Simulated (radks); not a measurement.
Species: Fe20+. Configuration: [He] 2s2 2p2.

Method: scalar-relativistic Kohn-Sham, r2SCAN, spin-polarised, spherical densities, finite nucleus; open shells are filled with parallel spins first; meta-GGA in the generalised Kohn-Sham scheme; Fermi nuclear charge, rms radius 3.7377 fm; computed with a radial shooting solver on a logarithmic mesh with Libxc functionals.

Energy parts (eV):
part                      energy
total                 -25588.554
kinetic                25985.464
electron-nucleus      -53733.867
Hartree                 2911.969
exchange-correlation    -752.119

Orbitals (lengths in bohr, moments of r in powers of bohr; <r^-3> diverges for s and p1/2):
| orbital | occ. | eigenvalue (eV) | <r^-3> |
|---|---|---|---|
| 1s up | 1 | -8125.983 | - |
| 1s down | 1 | -8110.272 | - |
| 2s up | 1 | -1728.742 | - |
| 2s down | 1 | -1701.682 | - |
| 2p up | 2 | -1640.333 | 580.2 |
| 2p down | 0 | -1606.234 | 570.4 |

The highest occupied level is 2p up at -1640.3 eV. The electron density at the nucleus is 1.53e+04 e/bohr^3 (large components only). Summed over all electrons, <r^2> = 0.2640 bohr^2, which gives a Langevin (diamagnetic) susceptibility term of -0.209 x 10^-6 cm^3/mol.
